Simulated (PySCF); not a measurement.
C2H7AlOS, SMILES C[S][AlH][O]C. Geometry: PBE-D3(BJ)/def2-SVP. The structure was generated by enumeration; whether it is a known compound was not checked. One conformer was computed; it need not be the lowest.

Computed equilibrium geometry at PBE-D3(BJ)/def2-SVP (PySCF confirms it by a frequency run) as Cartesian coordinates in Å, and its point group (one conformer of several):
point group Cs.
```xyz
12

Al    -0.9727     0.3294     0.0000
H     -2.4959     0.7879     0.0000
O      0.3368     1.4402     0.0000
C      0.5121     2.8308     0.0000
H     -0.4493     3.3970     0.0000
H      1.0892     3.1536    -0.8962
H      1.0892     3.1536     0.8962
S     -0.4023    -1.7788     0.0000
C      1.4422    -1.6505     0.0000
H      1.7710    -0.5945     0.0000
H      1.8292    -2.1608     0.9021
H      1.8292    -2.1608    -0.9021
```
Charge 0, spin multiplicity 1.
